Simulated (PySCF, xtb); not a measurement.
Ranking isomers of CH4BrSi−

3 gas-phase structures of CH4BrSi−, found in a search over its isomers (lower ones may exist). Each was relaxed with GFN2-xTB:

A. `[CH2-][SiH2]Br`, a singlet
B. `[SiH3][CH-]Br`, a singlet
C. `C[SiH-]Br`, a singlet

**Question.** Estimate their order in r2SCAN-D4/def2-SVPD energy at these geometries, lowest first.

**Answer.** Calculated order at r2SCAN-D4/def2-SVPD: C (0.0), A (9.8), B (54.0) kcal/mol.

Energies above the lowest of each column, in kcal/mol; the last columns are at PBE0-D3(BJ)/def2-SVPD geometries:

| structure | GFN2-xTB | HF/STO-3G | r2SCAN-D4/def2-SVPD | PBE0-D3(BJ)/def2-SVPD | CCSD(T)/def2-SVPD + ΔMP2/def2-TZVPPD |
| --- | --- | --- | --- | --- | --- |
| C | 1.5 | 0.0 | 0.0 | 0.0 | 0.0 |
| A | 0.0 | 46.5 | 9.8 | 12.4 | 10.7 |
| B | 28.6 | 74.2 | 54.0 | 56.7 | 52.7 |

CCSD(T)/def2-SVPD + ΔMP2/def2-TZVPPD puts C lowest; GFN2-xTB picks A. Flexible structures stand in one conformer each, not always the lowest. The ΔMP2 step shifts differences by up to 4.0 kcal/mol, which makes them less sure. ΔMP2 is the change of the MP2 energy from the smaller to the larger basis.

Programs: PySCF 2.14.0, xtb 6.7.1.
